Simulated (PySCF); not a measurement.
Se(NH2)(SiH3) (H5NSeSi), SMILES N[Se][SiH3].

Coordinates come from a PBE-D3(BJ)/def2-SVP optimisation. One conformer was computed; it need not be the lowest.

Computed with TDA-CAM-B3LYP/def2-SVPD in PySCF 2.14.0.

Vertical excitations. Gas-phase values at a fixed geometry. State labels are in the subgroup Cs.

| state | symmetry | energy (eV) | λ (nm) | f | main pairs |
|---|---|---|---|---|---|
| S1 | A" | 4.24 | 292 | 0.002 | HOMO→LUMO 93 % |
| S2 | A' | 5.15 | 241 | 0.026 | HOMO−1→LUMO 93 % |
| S3 | A" | 5.62 | 221 | 0.029 | HOMO→LUMO+1 95 % |
| S4 | A" | 6.40 | 194 | 0.015 | HOMO→LUMO+2 92 % |
| S5 | A' | 6.56 | 189 | 0.076 | HOMO−1→LUMO+1 83 % |
| S6 | A' | 6.97 | 178 | 0.011 | HOMO−1→LUMO+2 49 %, HOMO→LUMO+6 33 % |
| S7 | A" | 7.03 | 176 | 0.000 | HOMO→LUMO+3 88 % |
| S8 | A' | 7.19 | 172 | 0.080 | HOMO→LUMO+4 92 % |
| S9 | A' | 7.39 | 168 | 0.072 | HOMO→LUMO+6 38 %, HOMO−1→LUMO+2 24 %, HOMO−3→LUMO 16 % |
| S10 | A" | 7.40 | 168 | 0.003 | HOMO→LUMO+5 81 % |
| T1 | A" | 3.63 | 342 | 0 | HOMO→LUMO 87 % |
| T2 | A' | 4.29 | 289 | 0 | HOMO−1→LUMO 87 % |
| T3 | A" | 5.13 | 241 | 0 | HOMO→LUMO+1 88 % |
| T4 | A' | 5.96 | 208 | 0 | HOMO−1→LUMO+1 77 % |
Triplets are in the Tamm–Dancoff approximation.
